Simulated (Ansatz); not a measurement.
The lowest singlet and triplet of C2H2 (SMILES C#C); geometries from B3LYP-D3(BJ)/def2-TZVP, each state relaxed from the structure named, with no frequency check.
Singlet (charge 0, multiplicity 1):
```xyz
4

C      0.0000     0.0000    -0.5984
C      0.0000     0.0000     0.5984
H      0.0000     0.0000    -1.6611
H      0.0000     0.0000     1.6611
```
Triplet (charge 0, multiplicity 3):
```xyz
4

C      0.63886     0.17421    -0.12040
C     -0.63395    -0.18976    -0.12282
H      1.27780     0.41626     0.73211
H     -1.30726    -0.32296     0.72719
```

A positive gap puts the triplet lower; no zero-point energy. R- takes a restricted singlet. The triplet is unrestricted in single-reference levels. Active spaces average the two states.

Frozen-core correlation.

Programs: Ansatz (Gaussian basis) for Hartree–Fock, density functionals and correlated methods. Values without a source in brackets are computed.

R-PBE/def2-TZVPP gives -3.728 eV for the gap E(singlet) − E(triplet), adiabatic.

**Question.** Predict the shift from PBE, with its sign, for: R-r2SCAN/def2-TZVPP, R-B3LYP/def2-TZVPP, R-wB97M-V/def2-TZVPP, R-B2PLYP/def2-TZVPP, R-MP2/cc-pVQZ, R-CCSD(T)/cc-pVQZ, SC-NEVPT2 on SA-CASSCF(4,4)/cc-pVQZ, FIC-MRCISD+Q on SA-CASSCF(4,4)/cc-pVQZ.

**Answer.** R-r2SCAN/def2-TZVPP 0.270; R-B3LYP/def2-TZVPP -0.033; R-wB97M-V/def2-TZVPP -0.268; R-B2PLYP/def2-TZVPP -0.175; R-MP2/cc-pVQZ -0.494; R-CCSD(T)/cc-pVQZ -0.151; SC-NEVPT2 on SA-CASSCF(4,4)/cc-pVQZ -0.285; FIC-MRCISD+Q on SA-CASSCF(4,4)/cc-pVQZ -0.173 eV. 1 of 8 lie above PBE; the widest gap is to R-MP2/cc-pVQZ.

Ansatz is a first-principles code.
